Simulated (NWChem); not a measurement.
System: PbI2, singlet; SMILES [I][Pb][I]

The following NWChem deck was run.

```
start job
memory heap 200 mb stack 900 mb global 1100 mb
geometry units angstroms noautoz
  Pb     0.000000     0.000000     1.014818
  I      2.193521     0.000000    -0.770804
  I     -2.193521     0.000000    -0.770804
end
basis spherical
  * library def2-svp
end
ecp
  I library def2-ecp
  Pb library def2-ecp
end
dft
  xc r2scan
  iterations 150
end
task dft gradient
```

NWChem printed, in part:

```
             Northwest Computational Chemistry Package (NWChem) 7.3.0
             --------------------------------------------------------

 C2V symmetry detected

                             Geometry "geometry" -> ""
                             -------------------------

 Output coordinates in angstroms (scale by  1.889725989 to convert to a.u.)

  No.       Tag          Charge          X              Y              Z
 ---- ---------------- ---------- -------------- -------------- --------------
    1 Pb                  82.0000     0.00000000     0.00000000     1.00678687
    2 I                   53.0000     2.19352100     0.00000000    -0.77883513
    3 I                   53.0000    -2.19352100     0.00000000    -0.77883513

 Effective nuclear repulsion energy (a.u.)    1965.0386539452

      Symmetry information
      --------------------

 Group name             C2v
 Group number             16
 Group order               4
 No. of unique centers     2

                                 NWChem DFT Module
                                 -----------------

 Summary of "ao basis" -> "ao basis" (spherical)
 ------------------------------------------------------------------------------
       Tag                 Description            Shells   Functions and Types
 ---------------- ------------------------------  ------  ---------------------
 Pb                         def2-svp                10       26   4s4p2d
 I                          def2-svp                10       26   4s4p2d

      Symmetry analysis of basis
      --------------------------

        a1         30
        a2         10
        b1         24
        b2         14

            General Information
            -------------------
          SCF calculation type: DFT
          Wavefunction type:  closed shell.
          No. of atoms     :     3
          No. of electrons :    72
           Alpha electrons :    36
            Beta electrons :    36
          Charge           :     0
          Spin multiplicity:     1
          Use of symmetry is: on ; symmetry adaption is: on
          Maximum number of iterations: 150
          AO basis - number of functions:    78
                     number of shells:    30
          Convergence on energy requested:  1.00D-06
          Convergence on density requested:  1.00D-05
          Convergence on gradient requested:  5.00D-04

              XC Information
              --------------
                      r^2SCAN Method XC Functional
               r^2SCAN metaGGA Exchange Functional  1.000
                     r^2SCAN Correlation Potential  1.000

             Grid Information
             ----------------
          Grid used for XC integration:  medium
          Radial quadrature: Mura-Knowles
          Angular quadrature: Lebedev.
          Tag              B.-S. Rad. Rad. Pts. Rad. Cut. Ang. Pts.
          ---              ---------- --------- --------- ---------
          Pb                  1.80      123          10.0       590
          I                   1.40      123          12.0       590
          Grid pruning is: on
          Number of quadrature shells:   246
          Spatial weights used:  Erf1

      Superposition of Atomic Density Guess
      -------------------------------------

 Sum of atomic energies:        -913.61433302

      Non-variational initial energy
      ------------------------------

 Total energy =    -785.195555
 1-e energy   =   -1932.736241
 2-e energy   =     866.349537
 HOMO         =      -0.287874
 LUMO         =      -0.053298

      Symmetry analysis of molecular orbitals - initial
      -------------------------------------------------

  Numbering of irreducible representations:

     1 a1          2 a2          3 b1          4 b2

  Orbital symmetries:

     1 b1          2 a1          3 a1          4 a1          5 b1
     6 a1          7 b2          8 a2          9 b1         10 b1
    11 a1         12 b2         13 a1         14 b1         15 a1
    16 b2         17 a2         18 b1         19 a1         20 b2
    21 a2         22 b1         23 b1         24 a1         25 a1
    26 a2         27 b2         28 a1         29 b1         30 a1
    31 b1         32 a1         33 b2         34 a2         35 b1
    36 a1         37 b2         38 a1         39 b1         40 b1
    41 a1         42 a1         43 b2         44 a1         45 a2
    46 b2

   convergence    iter        energy       DeltaE   RMS-Dens  Diis-err
 ---------------- ----- ----------------- --------- --------- ---------
 d= 0,ls=0.0,diis     1   -788.6351085366 -1.07D+03  3.50D-02  3.57D-01
 d= 0,ls=0.0,diis     2   -788.0962152623  5.39D-01  2.40D-02  2.74D+00
 d= 0,ls=0.0,diis     3   -788.7144600075 -6.18D-01  2.33D-03  7.25D-03
 d= 0,ls=0.0,diis     4   -788.7154403569 -9.80D-04  8.83D-04  3.39D-03
 d= 0,ls=0.0,diis     5   -788.7159975039 -5.57D-04  1.46D-04  8.46D-05
  Resetting Diis
 d= 0,ls=0.0,diis     6   -788.7160149293 -1.74D-05  3.26D-05  3.35D-06
 d= 0,ls=0.0,diis     7   -788.7160155704 -6.41D-07  1.56D-05  2.14D-07
 d= 0,ls=0.0,diis     8   -788.7160155059  6.44D-08  1.28D-05  4.76D-07
 d= 0,ls=0.0,diis     9   -788.7160156021 -9.62D-08  3.36D-06  4.77D-08

         Total DFT energy =     -788.716015602117
      One electron energy =    -1934.189686041884
           Coulomb energy =      925.153017600807
    Exchange-Corr. energy =      -60.870496362116
 Nuclear repulsion energy =      281.191149201076

 Numeric. integr. density =       72.000000105203

                  Occupations of the irreducible representations
                  ----------------------------------------------

                     irrep           alpha         beta
                     --------     --------     --------
                     a1               14.0         14.0
                     a2                5.0          5.0
                     b1               11.0         11.0
                     b2                6.0          6.0

                       DFT Final Molecular Orbital Analysis
                       ------------------------------------

 Vector   34  Occ=2.000000D+00  E=-2.459023D-01  Symmetry=a2
              MO Center= -6.9D-14,  6.9D-16, -7.5D-01, r^2= 6.7D+00
   Bfn.  Coefficient  Atom+Function         Bfn.  Coefficient  Atom+Function
  ----- ------------  ---------------      ----- ------------  ---------------
    38      0.428524  2 I  py                64     -0.428524  3 I  py
    41      0.394143  2 I  py                67     -0.394143  3 I  py
    35     -0.175165  2 I  py                61      0.175165  3 I  py
    32     -0.141489  2 I  py                58      0.141489  3 I  py
    17     -0.059416  1 Pb d -2              22      0.038814  1 Pb d -2

 Vector   35  Occ=2.000000D+00  E=-2.399712D-01  Symmetry=a1
              MO Center= -3.9D-14, -7.9D-16, -5.9D-01, r^2= 6.9D+00
   Bfn.  Coefficient  Atom+Function         Bfn.  Coefficient  Atom+Function
  ----- ------------  ---------------      ----- ------------  ---------------
    39      0.418264  2 I  pz                65      0.418264  3 I  pz
    42      0.387050  2 I  pz                68      0.387050  3 I  pz
     3     -0.225609  1 Pb s                 36     -0.170509  2 I  pz
    62     -0.170509  3 I  pz                 4     -0.166080  1 Pb s
    13     -0.152356  1 Pb pz                 1      0.145046  1 Pb s

 Vector   36  Occ=2.000000D+00  E=-2.359211D-01  Symmetry=b1
              MO Center=  7.1D-14, -3.0D-16, -7.3D-01, r^2= 6.9D+00
   Bfn.  Coefficient  Atom+Function         Bfn.  Coefficient  Atom+Function
  ----- ------------  ---------------      ----- ------------  ---------------
    37      0.353736  2 I  px                63      0.353736  3 I  px
    40      0.319664  2 I  px                66      0.319664  3 I  px
    39      0.261188  2 I  pz                65     -0.261188  3 I  pz
    42      0.237504  2 I  pz                68     -0.237504  3 I  pz
    34     -0.143525  2 I  px                60     -0.143525  3 I  px

 Vector   37  Occ=0.000000D+00  E=-1.414127D-01  Symmetry=b2
              MO Center= -1.2D-14, -4.9D-14,  7.5D-01, r^2= 4.5D+00
   Bfn.  Coefficient  Atom+Function         Bfn.  Coefficient  Atom+Function
  ----- ------------  ---------------      ----- ------------  ---------------
    12      0.630460  1 Pb py                15      0.497183  1 Pb py
    41     -0.225414  2 I  py                67     -0.225414  3 I  py
     9     -0.201474  1 Pb py                 6     -0.194503  1 Pb py
    38     -0.192275  2 I  py                64     -0.192275  3 I  py
    35      0.078099  2 I  py                61      0.078099  3 I  py

 Vector   38  Occ=0.000000D+00  E=-7.866270D-02  Symmetry=a1
              MO Center= -3.2D-15,  1.3D-16,  6.1D-01, r^2= 6.0D+00
   Bfn.  Coefficient  Atom+Function         Bfn.  Coefficient  Atom+Function
  ----- ------------  ---------------      ----- ------------  ---------------
    16      0.660856  1 Pb pz                13      0.582172  1 Pb pz
    40     -0.389574  2 I  px                66      0.389574  3 I  px
     3     -0.371466  1 Pb s                 30      0.226520  2 I  s
    56      0.226520  3 I  s                 37     -0.224480  2 I  px
    63      0.224480  3 I  px                 1      0.186124  1 Pb s

 Vector   39  Occ=0.000000D+00  E=-5.974366D-02  Symmetry=b1
              MO Center= -5.4D-15, -3.8D-16,  6.9D-01, r^2= 5.9D+00
   Bfn.  Coefficient  Atom+Function         Bfn.  Coefficient  Atom+Function
  ----- ------------  ---------------      ----- ------------  ---------------
    14      0.749186  1 Pb px                11      0.600367  1 Pb px
    42     -0.341339  2 I  pz                68      0.341339  3 I  pz
    30     -0.232830  2 I  s                 56      0.232830  3 I  s
    40      0.224484  2 I  px                66      0.224484  3 I  px
    39     -0.201834  2 I  pz                65      0.201834  3 I  pz

     Multipole analysis of the density
     ---------------------------------

     L   x y z        total         alpha         beta         nuclear
     -   - - -        -----         -----         ----         -------
     0   0 0 0     -0.000000    -36.000000    -36.000000     72.000000

     1   1 0 0      0.000000      0.000000      0.000000      0.000000
     1   0 1 0     -0.000000     -0.000000     -0.000000      0.000000
     1   0 0 1      1.492273     16.612697     16.612697    -31.733120

     2   2 0 0    -66.457789   -462.786362   -462.786362    859.114935
     2   1 1 0     -0.000000     -0.000000     -0.000000      0.000000
     2   1 0 1     -0.000000     -0.000000     -0.000000      0.000000
     2   0 2 0    -58.965055    -29.482527    -29.482527      0.000000
     2   0 1 1      0.000000      0.000000      0.000000      0.000000
     2   0 0 2    -58.386232   -123.163609   -123.163609    187.940985

            General Information
            -------------------
          SCF calculation type: DFT
          Wavefunction type:  closed shell.
          No. of atoms     :     3
          No. of electrons :    72
           Alpha electrons :    36
            Beta electrons :    36
          Charge           :     0
          Spin multiplicity:     1
          Use of symmetry is: on ; symmetry adaption is: on
          Maximum number of iterations: 150
          AO basis - number of functions:    78
                     number of shells:    30
          Convergence on energy requested:  1.00D-06
          Convergence on density requested:  1.00D-05
          Convergence on gradient requested:  5.00D-04

              XC Information
              --------------
                      r^2SCAN Method XC Functional
               r^2SCAN metaGGA Exchange Functional  1.000
                     r^2SCAN Correlation Potential  1.000

             Grid Information
             ----------------
          Grid used for XC integration:  medium
          Radial quadrature: Mura-Knowles
          Angular quadrature: Lebedev.
          Tag              B.-S. Rad. Rad. Pts. Rad. Cut. Ang. Pts.
          ---              ---------- --------- --------- ---------
          Pb                  1.80      123          10.0       590
          I                   1.40      123          12.0       590
          Grid pruning is: on
          Number of quadrature shells:   246
          Spatial weights used:  Erf1

          Convergence Information
          -----------------------
          Convergence aids based upon iterative change in
          total energy or number of iterations.
          Levelshifting, if invoked, occurs when the
          HOMO/LUMO gap drops below (HL_TOL):  1.00D-02
          DIIS, if invoked, will attempt to extrapolate
          using up to (NFOCK): 10 stored Fock matrices.

                    Damping( 0%)  Levelshifting(0.5)       DIIS
                  --------------- ------------------- ---------------
          dE  on:    start            ASAP                start
          dE off:    2 iters        150 iters           150 iters

                            NWChem DFT Gradient Module
                            --------------------------

  charge          =   0.00
  wavefunction    = closed shell

  Using symmetry

                         DFT ENERGY GRADIENTS

    atom               coordinates                        gradient
                 x          y          z           x          y          z
   1 Pb      0.000000   0.000000   1.902551    0.000000   0.000000  -0.001766
   2 I       4.145154   0.000000  -1.471785   -0.001059   0.000000   0.000883
   3 I      -4.145154   0.000000  -1.471785    0.001059   0.000000   0.000883
```

Level: r2SCAN/def2-SVP with def2 effective core potentials on I, Pb. Low-valent species are run as closed-shell singlets; no triplet was tried in these runs. The geometry was optimised at PBE0/def2-SVP. def2 effective core potentials on I, Pb; no spin-orbit coupling.
